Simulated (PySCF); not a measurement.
C₂H₁₂N₂Si₂, SMILES CN([SiH3])[Si@@H](C)N. The structure is a stationary point at PBE-D3(BJ)/def2-SVP. The structure was generated by enumeration; whether it is a known compound was not checked. The values are those of a single conformer.

Computed equilibrium geometry at PBE-D3(BJ)/def2-SVP (PySCF confirms it by a frequency run) as Cartesian coordinates in Å (one conformer of several):
```xyz
18

C      0.5330    -1.6887    -1.3500
N      0.4652    -0.4711    -0.5427
Si     1.9090     0.2603     0.1592
Si    -1.0903     0.2295    -0.1254
C     -1.9865    -0.6502     1.2785
N     -0.6836     1.8303     0.4377
H      1.5000    -1.7687    -1.8886
H     -0.2690    -1.6932    -2.1216
H      0.4151    -2.6215    -0.7498
H      1.8768     0.3575     1.6625
H      3.0427    -0.6625    -0.2183
H      2.2446     1.6242    -0.3897
H     -1.9451     0.1680    -1.3724
H     -1.3942    -0.5974     2.2149
H     -2.9879    -0.2107     1.4672
H     -2.1320    -1.7214     1.0303
H     -0.4276     2.5737    -0.2153
H     -1.1356     2.2117     1.2707
```
